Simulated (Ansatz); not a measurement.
Program: Ansatz. Geometries: PBE0-D4/def2-TZVP. ΔE: electronic, gas phase. CBS: MP2 limit from def2 TZ/QZ plus the TZ coupled-cluster correction, frozen cores. This one scheme is used for every species. Each species was taken in one conformer, which may not be the lowest.

Consider the substitution at a C–N bond: `FCNC[SiH3]` + `OCO` → `OCOC[SiH3]` + `NCF`.

`FCNC[SiH3]`:

Z-matrix (Å, degrees):
```
C
N 1 1.400
F 1 1.407 2 113.5
H 1 1.092 2 110.2 3 119.0
H 1 1.093 2 110.1 3 -118.5
C 2 1.454 1 116.5 3 62.8
H 2 1.011 1 111.8 3 -68.3
Si 6 1.884 2 111.1 1 174.4
H 6 1.099 2 113.2 1 -61.2
H 6 1.096 2 108.4 1 56.4
H 8 1.485 6 110.8 2 -65.4
H 8 1.487 6 109.7 2 173.5
H 8 1.489 6 109.3 2 54.2
```

`OCO`:

Cartesian coordinates in Å:
```
O 1.064 -0.048 -0.593
C -0.051 0.387 0.127
O -0.974 -0.633 0.369
H 1.512 -0.719 -0.068
H -0.482 1.197 -0.471
H 0.223 0.768 1.116
H -1.292 -0.952 -0.481
```

`OCOC[SiH3]`:

Z-matrix (Å, degrees):
```
C
O 1 1.394
O 1 1.397 2 113.1
H 1 1.096 2 111.6 3 118.5
H 1 1.095 2 105.2 3 -122.4
C 2 1.426 1 113.6 3 -68.2
H 3 0.962 1 108.0 2 -63.2
Si 6 1.896 2 112.2 1 -87.1
H 6 1.096 2 110.6 1 38.3
H 6 1.094 2 106.7 1 153.9
H 8 1.486 6 109.8 2 -61.6
H 8 1.488 6 109.2 2 178.6
H 8 1.487 6 111.1 2 58.6
```

`NCF`:

```xyz
7

N     0.447    0.534   -0.560
C    -0.022   -0.408    0.368
F    -1.410   -0.351    0.580
H     0.061    0.398   -1.484
H     0.292    1.487   -0.263
H     0.190   -1.420    0.018
H     0.441   -0.240    1.342
```

```tsv
species	MP2/def2-QZVPP energy (Eh)
`FCNC[SiH3]`	-524.33360
`OCO`	-190.71736
`OCOC[SiH3]`	-520.17376
`NCF`	-194.86787
```

(1) Work out ΔE.

Largest T1 diagnostic among the species: 0.012.

Answers

(1) ΔE = (-520.17376) + (-194.86787) − (-524.33360) − (-190.71736) = 0.00933 Eh = +24.5 kJ/mol. CCSD(T)/CBS gives +21.6 kJ/mol.
